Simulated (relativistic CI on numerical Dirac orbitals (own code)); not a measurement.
**Sc3+ in a cubic cluster: L2,3 absorption with charge transfer**

Computed with a charge-transfer multiplet model of a cubic metal-ligand cluster with up to 2 ligand holes, Slater and spin-orbit integrals from Dirac-Coulomb-Breit ions, Slater integrals scaled by 0.9. The ground state mixes d0 with configurations of k ligand holes L, whose averages lie at kΔ + k(k − 1)U_dd/2; a core hole lowers each added d electron by U_cd. 300 K, Lorentzian 0.4 eV and Gaussian 0.3 eV FWHM.

Atomic integrals in eV (Slater integrals scaled, ζ unscaled), ground: F2dd 5.299, F4dd 3.246, zeta_d 0.005; with the core hole: F2dd 5.299, F4dd 3.246, zeta_d 0.020, zeta_core 3.005, F2cd 4.627, G1cd 3.325, G3cd 1.884. Where a configuration has fewer than two d electrons, the dd integrals are those of d2.

Cluster parameters (eV): U_dd = 5, U_cd = 6.5, 10Dq = 0.85, 10Dq(ligand) = 0.5, V(eg) = 3.25, V(t2g) = -1.61, final-state hopping factor = 0.9.

```
       Case   n_d    d0   d1L  d2L2     S
Δ = -0.2 eV  0.97  0.24  0.55  0.21  0.00
 Δ = 1.8 eV  0.83  0.33  0.52  0.15  0.00
 Δ = 2.8 eV  0.76  0.37  0.50  0.13  0.00
```

Weights, n_d and S are thermal averages at 300 K. Photon energies count from the first peak over 30 % of the highest in each spectrum, which can be another peak from case to case. The parameters are a model scan and need not match a compound or its usual spin state. Peaks in eV (height, largest 100):
- Δ = -0.2 eV: -1.8 (28), 0.0 (77), 1.7 (23), 3.1 (41), 4.5 (100)
- Δ = 1.8 eV: -1.8 (29), 0.0 (89), 2.2 (42), 4.7 (100)
- Δ = 2.8 eV: -1.8 (30), 0.0 (96), 2.3 (54), 4.1 (100)

Curve for Δ = 1.8 eV (points under 2 left out, the grid thinned):

| E (eV) | Intensity |
| --- | --- |
| -3.6 | 2.0 |
| -3.3 | 3.4 |
| -3.0 | 3.6 |
| -2.8 | 4.7 |
| -2.5 | 5.9 |
| -2.2 | 9.2 |
| -1.9 | 24.6 |
| -1.6 | 24.8 |
| -1.4 | 15.1 |
| -1.1 | 8.6 |
| -0.8 | 9.0 |
| -0.5 | 17.2 |
| -0.2 | 53.3 |
| 0.0 | 88.9 |
| 0.3 | 52.3 |
| 0.6 | 17.3 |
| 0.9 | 9.6 |
| 1.2 | 8.9 |
| 1.4 | 10.5 |
| 1.7 | 19.1 |
| 2.0 | 36.7 |
| 2.3 | 39.9 |
| 2.6 | 30.9 |
| 2.8 | 26.8 |
| 3.1 | 25.8 |
| 3.4 | 38.5 |
| 3.7 | 58.3 |
| 3.9 | 65.8 |
| 4.2 | 69.3 |
| 4.5 | 88.1 |
| 4.8 | 93.0 |
| 5.1 | 42.4 |
| 5.3 | 26.3 |
| 5.6 | 19.0 |
| 5.9 | 11.5 |
| 6.2 | 7.2 |
| 6.5 | 5.7 |
| 6.7 | 4.8 |
| 7.0 | 4.0 |
| 7.3 | 3.1 |
| 7.6 | 2.4 |
| 7.9 | 2.3 |
| 8.1 | 2.3 |
| 11.2 | 2.0 |
| 15.5 | 2.3 |

A d0 ion has no d-d gap: its lowest excitations are ligand-to-metal charge transfer. With the core hole the configuration with one ligand hole lies at Δ + U_dd − U_cd = -1.7, 0.3, 1.3 eV from the one without, in the order of the table; where this is negative the screened configuration lies lower, though the effective hopping of about 6.5 eV (from the holes of the mixed ground state) mixes the two strongly wherever it is as large as the gap.

With at most 2 ligand holes the space is cut while the next configuration still counts, so covalency is underestimated, and a final configuration with one more ligand hole, which can lie low, is missing from the spectra.
